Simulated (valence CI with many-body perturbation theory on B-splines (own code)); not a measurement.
# Energy levels of Re IV

Computed by configuration interaction combined with many-body perturbation theory (CI+MBPT): four valence electrons over a frozen Dirac-Fock core [Xe] 4f14, radial functions for each j: 7 s, 7 p, 8 d, 6 f, 4 g, 1 h, with the one-electron correlation potential Σ1 (screened to all orders), the two-electron term Σ2, the three-electron term Σ3, Breit, model QED; selected single and double excitations, second order for the rest, scaled by the run's own slope (own B-spline code, finite nucleus).

Set against measurement, 32 paired levels are off by 482 cm⁻¹ on average, the worst by 1062. Only levels of the ground parity were solved; by the run's estimate the other parity begins above the list, which can be wrong where configurations are misplaced.

Levels 1 to 33 of 33, with energies above the lowest level, 5d4 5D_0. "Leading %" is the weight of the configuration and term that name the level; weights of strongly mixed levels are sums over their largest components and can fall short, so below about 35 % the name and the second component can differ from the true leading terms, or belong to a minority configuration. Lifetimes count E1, E2, E3, M1 and M2 decay at the calculated energies, and are blank where another channel may lead or the interval is too uncertain; long ones can be off by a factor of two.

```tsv
No.	Configuration	Term	J	E (eV)	Leading %	Lifetime	Second component
1	5d4	5D	0	0.0000	70		27 % 5d4 3P
2	5d4	5D	1	0.3585	86	964 ms	13 % 5d4 3P
3	5d4	5D	2	0.7083	93	897 ms	
4	5d4	5D	3	1.004	90	1.73 s	6 % 5d4 3F
5	5d4	5D	4	1.236	77	6.54 s	18 % 5d4 3F
6	5d4	3P	0	1.834	58	31.5 ms	29 % 5d4 5D
7	5d4	3H	4	2.104	60	254 ms	14 % 5d4 3G
8	5d4	3P	1	2.444	76	47.5 ms	11 % 5d4 5D
9	5d4	3G	3	2.488	58	100 ms	31 % 5d4 3F
10	5d4	3F	2	2.511	71	83.7 ms	16 % 5d4 1D
11	5d4	3H	5	2.591	78	505 ms	20 % 5d4 3G
12	5d4	3H	6	2.831	77	9.80 s	22 % 5d4 1I
13	5d4	3G	4	3.028	36	82.3 ms	26 % 5d4 3F
14	5d4	3P	2	3.083	60	143 ms	30 % 5d4 3D
15	5d4	3G	4	3.265	32	92.6 ms	29 % 5d4 3F
16	5d4	3F	3	3.328	59	94.2 ms	20 % 5d4 3G
17	5d4	3D	3	3.602	65	46.3 ms	14 % 5d4 3G
18	5d4	1D	2	3.694	32	45.6 ms	25 % 5d4 3D
19	5d4	3G	5	3.740	77	118 ms	20 % 5d4 3H
20	5d4	3D	1	3.983	86	32.4 ms	7 % 5d4 3P
21	5d4	1I	6	4.010	77	95.5 ms	21 % 5d4 3H
22	5d4	1D	2	4.500	27	41.1 ms	26 % 5d4 3D
23	5d4	1G	4	4.521	53	45.9 ms	27 % 5d4 3F
24	5d4	1S	0	4.644	77	23.7 ms	19 % 5d4 3P
25	5d4	1F	3	4.868	67	53.0 ms	16 % 5d4 3D
26	5d3 6s	5F	1	4.950	90	25.6 ms	7 % 5d3 6s 3D
27	5d3 6s	5F	2	5.199	80		5 % 5d4 3P
28	5d4	3P	2	5.286	67		9 % 5d3 6s 5F
29	5d3 6s	5F	3	5.588	93	17.2 ms	
30	5d4	3F	4	5.653	64	21.6 ms	26 % 5d4 1G
31	5d4	3F	2	5.747	70	30.5 ms	12 % 5d4 1D
32	5d4	3P	1	5.828	85	28.6 ms	9 % 5d3 6s 3P
33	5d4	3F	3	5.879	78	46.0 ms	12 % 5d4 1F
```

Names give the largest LS component (configuration and term), which can be under half, so a name can repeat, a term be missing and a line seem to break the LS rules; names also repeat where a configuration has a term twice.

Where two levels of one J and parity lie close, their mixing, g and order are uncertain.

The ionisation energy to 5d3 4F_3/2 of the next ion comes out as 39.943 eV (NIST: 39.1 ± 1.7 eV (theoretical)). All 33 levels together are meant to be complete up to 5.973 eV.
